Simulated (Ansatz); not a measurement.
One change: `[CH3][SnH]([OH])[AlH2]` becomes `[CH3][SnH]([OH])[F]`.

Ansatz, PBE0-D4/def2-TZVP geometries, multiplicity 1. Each molecule was computed in one conformer, which needn't be the lowest.

Elements past krypton have def2 core potentials.

```csv
property,`[CH3][SnH]([OH])[AlH2]`
size of the dipole moment (B3LYP/def2-TZVPP) / D,1.76
HOMO energy (B3LYP/def2-TZVPP) / eV,-6.81
HOMO–LUMO gap (B3LYP/def2-TZVPP) / eV,4.33
HOMO–LUMO gap (PBE/def2-TZVPP) / eV,2.81
LUMO energy (PBE/def2-TZVPP) / eV,-3.01
LUMO energy (B3LYP/def2-TZVPP) / eV,-2.48
```

Problem. What does the change do to each property? (Best estimate.)

Solution. Computed: 
```json
{"property": "size of the dipole moment (B3LYP/def2-TZVPP) / D", "`[CH3][SnH]([OH])[F]`": "2.96", "shift": "1.20"}
{"property": "HOMO energy (B3LYP/def2-TZVPP) / eV", "`[CH3][SnH]([OH])[F]`": "-8.26", "shift": "-1.45"}
{"property": "HOMO–LUMO gap (B3LYP/def2-TZVPP) / eV", "`[CH3][SnH]([OH])[F]`": "7.47", "shift": "3.14"}
{"property": "HOMO–LUMO gap (PBE/def2-TZVPP) / eV", "`[CH3][SnH]([OH])[F]`": "5.57", "shift": "2.76"}
{"property": "LUMO energy (PBE/def2-TZVPP) / eV", "`[CH3][SnH]([OH])[F]`": "-1.38", "shift": "1.63"}
{"property": "LUMO energy (B3LYP/def2-TZVPP) / eV", "`[CH3][SnH]([OH])[F]`": "-0.78", "shift": "1.70"}
```

With PBE0 the HOMO falls by 1.50 eV and the LUMO rises by 1.88 eV, so the gap widens by about 3.38 eV. PBE moves the HOMO by -1.12 eV and ωB97M-V by -1.79 eV. Dipoles are sizes alone; their direction can turn.

B3LYP here is the variant with VWN-RPA as its local correlation; programs differ in this.
